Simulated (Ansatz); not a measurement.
`F[C@@H]([SiH3])[C@@H](F)Cl` and `FC([SiH3])CCl` differ in one atom or group.

Ansatz, PBE0-D4/def2-TZVP geometries, multiplicity 1. Each molecule was computed in one conformer, which needn't be the lowest.

```json
{"property": "HOMO energy (ωB97M-V/def2-TZVPP) / eV", "`F[C@@H]([SiH3])[C@@H](F)Cl`": "-11.03"}
{"property": "size of the dipole moment (B3LYP/def2-TZVPP) / D", "`F[C@@H]([SiH3])[C@@H](F)Cl`": "2.81"}
{"property": "HOMO–LUMO gap (PBE/def2-TZVPP) / eV", "`F[C@@H]([SiH3])[C@@H](F)Cl`": "6.37"}
{"property": "HOMO energy (B3LYP/def2-TZVPP) / eV", "`F[C@@H]([SiH3])[C@@H](F)Cl`": "-8.52"}
{"property": "size of the dipole moment (ωB97M-V/def2-TZVPP) / D", "`F[C@@H]([SiH3])[C@@H](F)Cl`": "2.80"}
{"property": "LUMO energy (PBE/def2-TZVPP) / eV", "`F[C@@H]([SiH3])[C@@H](F)Cl`": "-0.95"}
```

Problem. What does the change do to each property? (Best estimate.)

Solution. Computed: 
| property | `FC([SiH3])CCl` | shift |
| --- | --- | --- |
| HOMO energy (ωB97M-V/def2-TZVPP) / eV | -10.69 | 0.34 |
| size of the dipole moment (B3LYP/def2-TZVPP) / D | 2.53 | -0.28 |
| HOMO–LUMO gap (PBE/def2-TZVPP) / eV | 6.17 | -0.20 |
| HOMO energy (B3LYP/def2-TZVPP) / eV | -8.18 | 0.34 |
| size of the dipole moment (ωB97M-V/def2-TZVPP) / D | 2.53 | -0.27 |
| LUMO energy (PBE/def2-TZVPP) / eV | -0.85 | 0.10 |

Dipoles are sizes alone; their direction can turn.

B3LYP here is the variant with VWN-RPA as its local correlation; programs differ in this.
